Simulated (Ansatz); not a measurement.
Basis-set series for `ClB1C[SiH2]1`. Charge 0, multiplicity 1. Geometry: relaxed with PBE0-D4/def2-TZVP.

```
functional       basis  functions  energy (Eh)  HOMO (eV)  LUMO (eV)
   PBE0-D4    def2-SVP         84   -814.39720      -6.79      -1.66
   PBE0-D4  def2-QZVPP        374   -814.75133      -6.87      -1.81
   ωB97M-V    def2-SVP         84   -814.66626      -8.83       0.43
   ωB97M-V  def2-QZVPP        374   -815.02082      -8.94       0.19
```

Q: Give the rows for def2-TZVPP. (An estimate is asked.)

A: Computed: 
| functional | basis | functions | energy (Eh) | HOMO (eV) | LUMO (eV) |
| --- | --- | --- | --- | --- | --- |
| PBE0-D4 | def2-TZVPP | 202 | -814.72452 | -6.85 | -1.78 |
| ωB97M-V | def2-TZVPP | 202 | -814.99571 | -8.92 | 0.25 |

Positive LUMOs are unbound and depend on the basis.
